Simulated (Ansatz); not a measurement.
Isolated molecules relaxed with PBE0-D4/def2-TZVP in Ansatz; ΔE leaves out vibrations. CCSD(T)/CBS is the MP2 limit (def2-TZVPP, def2-QZVPP) plus CCSD(T) − MP2 in def2-TZVPP, frozen cores. DFT in def2-TZVPP. One conformer a species, not always the lowest.

Reaction (formal exchange of groups at the Si–O bond): `CC[Si]O[SiH3]` + `[CH3][AlH][BH]O` → `[CH3][Al]([SiH3])[BH]O` + `CC[Si]O`

CCSD(T)/CBS gives +19.5 kcal/mol.

(1) Another level gave +17.2 kcal/mol. Which?
A. PBE0/def2-TZVPP
B. PBE/def2-TZVPP
C. BLYP/def2-TZVPP
D. ωB97M-V/def2-TZVPP

Largest T1 diagnostic among the species: 0.014.

Results:

(1) C. BLYP 17.2, PBE0 14.1, PBE 11.6, ωB97M-V 20.1 kcal/mol.

Leaving LDA and LC-ωPBE aside and taking each functional with its dispersion term where it has one, the values, not all of them listed here, spread over 10.9 kcal/mol, from PBE-D4 to BHLYP-D4. At CCSD(T), def2-SVP lies −1.2 kcal/mol from the extrapolated value and def2-TZVPP −0.3 kcal/mol.
